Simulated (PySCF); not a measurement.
SMILES FC(F)(F)[CH2][GeH3] (C₂H₅F₃Ge) at its GFN2-xTB optimised geometry (Å):

```
11

F      2.1545     0.2495     0.0000
C      0.8131     0.2495     0.0000
F      0.4329     1.5412     0.0000
F      0.4324    -0.2438     1.1930
C      0.1903    -0.5032    -1.1268
Ge    -1.7624    -0.3020    -0.8763
H      0.5145    -1.5412    -1.0737
H      0.5379    -0.0763    -2.0661
H     -2.1288     1.1368    -0.9654
H     -2.1545    -0.8652     0.4433
H     -2.4421    -1.0607    -1.9674
```

Computed with B3LYP/def2-TZVP in PySCF.

Map of the electrostatic potential (hartree/e), clipped to [-0.08, 0.12] on the plane z = 0.8 Å:

```
|...............................|
|...............        ........|
|.............            ......|
|............              .....|
|............               ....|
|...........                  ..|
|...........                   .|
|...........                   .|
|...........    .::.            |
|............  .=##=:.          |
|..............:*@@#=:.         |
|......::::::::-#@@@%+-.        |
|...::::::-----+%@@@@@*-.       |
|..:::::------=#@@@@@@@%+.      |
|.:::::--=====+@@@@@@@@@%-      |
|.:::::-=+++==+@@@@@@@@@*:      |
|.::::-+%@%+==+@@@@@@@#+-.      |
|.::::=%@@@#=--%@@@@@#=:.       |
|..:::=@@@@#=-:=%@@@*=:.       .|
|...::-%@@@*-:::-==--::.      ..|
|....::=#%*-::::::::::....  ....|
|....:::---:::::..:::...........|
|......::::::::::::::...........|
|.......:::::::::::::...........|
|.........:::::::::::...........|
|.........:::::::::::...........|
|.........:::::::::::...........|
|..........::::::::::...........|
|...........::::::::............|
|.............::::..............|
|...............................|
```
Scale: ten equal steps from -0.023 (start of ' ') to 0.120 (end of '@'), in the order ' .:-=+*#%@'; x runs from -4.50 to 4.50, y from -4.50 (bottom) to 4.50 (top).
